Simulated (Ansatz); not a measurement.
Two isomers of CH5BOSi: A = `B[SiH2]C=O`, B = `[SiH3]B1CO1`.

Computed with Ansatz on PBE0-D4/def2-TZVP structures; ΔE is electronic, products minus reactants. CCSD(T)/CBS is the MP2 limit (def2-TZVPP, def2-QZVPP) plus CCSD(T) − MP2 in def2-TZVPP, frozen cores. DFT in def2-TZVPP. B3LYP here is the variant with VWN-RPA as its local correlation; programs differ in this. One conformer a species, not always the lowest.

A:

Z-matrix (Å, degrees):
```
Si
C 1 1.933
B 1 2.006 2 108.4
H 1 1.495 2 105.6 3 -113.6
H 1 1.484 2 108.9 3 128.2
O 2 1.202 1 123.6 3 -114.1
H 2 1.118 1 116.8 3 64.9
H 3 1.196 1 119.1 2 -45.0
H 3 1.194 1 123.0 2 135.5
```

B:

Z-matrix (Å, degrees):
```
Si
B 1 1.997
H 1 1.488 2 108.8
H 1 1.487 2 108.8 3 117.9
H 1 1.486 2 112.3 3 -121.0
C 2 1.520 1 158.1 3 -59.0
O 2 1.332 1 139.4 3 121.0
H 6 1.086 2 122.1 1 84.5
H 6 1.086 2 122.1 1 -84.6
```

Problem. Which is lower in electronic energy at CCSD(T)/CBS, and by how much? (Best estimate.)

Solution. The calculation gave: B, by 31.3 kcal/mol.

Problem. Give E(B) − E(A) in kcal/mol with B3LYP-D4, LDA (SPW92), CCSD(T)/def2-TZVPP, B2PLYP, MP2/def2-TZVPP, BLYP-D4, r2SCAN-D4. (Estimate.)

Solution. Ansatz gave: B3LYP-D4 -29.0, LDA (SPW92) -38.3, CCSD(T)/def2-TZVPP -31.1, B2PLYP -30.6, MP2/def2-TZVPP -33.8, BLYP-D4 -27.4, r2SCAN-D4 -32.4. None reverses the order clearly.

Problem. Does the order hold for the free energy at 298.15 K (harmonic terms from PBE0-D4)? (Best estimate.)

Solution. Ansatz gave: Yes: G(B) − G(A) = -27.9 kcal/mol, for one conformer each. Modes under 60 cm⁻¹, often nearly free rotors, make the harmonic entropy too high.

Largest T1 diagnostic: 0.016.

From BLYP to BHLYP (50 % exact exchange), in def2-TZVPP and without D4, E(B) − E(A) moves by −1.7 kcal/mol. At CCSD(T), def2-SVP lies −1.1 kcal/mol from the extrapolated value and def2-TZVPP +0.2 kcal/mol.
